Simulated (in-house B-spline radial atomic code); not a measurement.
# Ionising Al VI (Al5+) with different functionals

Computed with a B-spline radial code for spherical atoms: scalar-relativistic (spin-free X2C) Hamiltonian, Fermi nucleus of rms radius 3.061 fm, spin-polarised at highest spin, spherical fractional occupations for the functionals, and exact exchange of hybrids averaged over the configuration. The ionisation energy is the difference of two self-consistent energies, [He] 2s2 2p4 → [He] 2s2 2p3, without Breit or QED terms; ε is the level of the shell that loses the electron (its least bound occupied spin orbital).

| method | rung | ΔSCF (eV) | -ε(2p) (eV) |
| --- | --- | --- | --- |
| PBE0 | global hybrid | 190.09 | 177.02 |
| B3LYP | global hybrid | 190.50 | 176.31 |
| TPSSh | global hybrid | 189.63 | 173.90 |
| BHandHLYP | global hybrid | 190.34 | 182.18 |
| r2SCAN0 | global hybrid | 189.10 | 176.74 |
| B97-1 | global hybrid | 190.15 | 176.26 |
| HSE06 | range-separated hybrid | 190.17 | 176.69 |
| wB97X | range-separated hybrid | 189.81 | 178.87 |
| CAM-B3LYP | range-separated hybrid | 190.36 | 178.26 |
| LC-wPBE | range-separated hybrid | 190.23 | 178.05 |

Among the functionals, which spreads more, the ΔSCF values or the orbital energies?

The orbital energies: ΔSCF values span about 1.40 eV and the orbital energies 8.28 eV; here energy differences depend much less on the functional than eigenvalues do.

How do they compare with the NIST value?

NIST lists 190.49 eV ± 0.05 (semi-empirical, ground level to ground level). Errors run from -1.39 to +0.01 eV; B3LYP is closest (+0.01 eV), but part of that can be cancellation, since the calculations leave out spin-orbit coupling, Breit-QED terms, multiplet and fine-structure energies.
